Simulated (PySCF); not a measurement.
B(Cl)2(NCO) (CBCl2NO), SMILES O=C=NB(Cl)Cl. Coordinates come from a PBE0-D3(BJ)/def2-SVP optimisation. The structure was generated by enumeration, and PubChem lists no compound with its InChIKey, so it may never have been made. Other conformers were not sampled.

Question: Give the equilibrium geometry at PBE0-D3(BJ)/def2-SVP (PySCF confirms it by a frequency run) as bond lengths and angles, and its point group. (An estimate is asked for; the answer gives what the named calculation found.)

Answer: Several could match; the one computed here: point group C2v.
Atoms: B1 Cl2 Cl3 N4 C5 O6. Bonded distances (Å): B1–Cl2 1.751, B1–Cl3 1.751, B1–N4 1.400, N4–C5 1.198, C5–O6 1.163. Bond angles (°): Cl2–B1–Cl3 119.5, Cl2–B1–N4 120.2, Cl3–B1–N4 120.2, B1–N4–C5 180.0, N4–C5–O6 180.0.
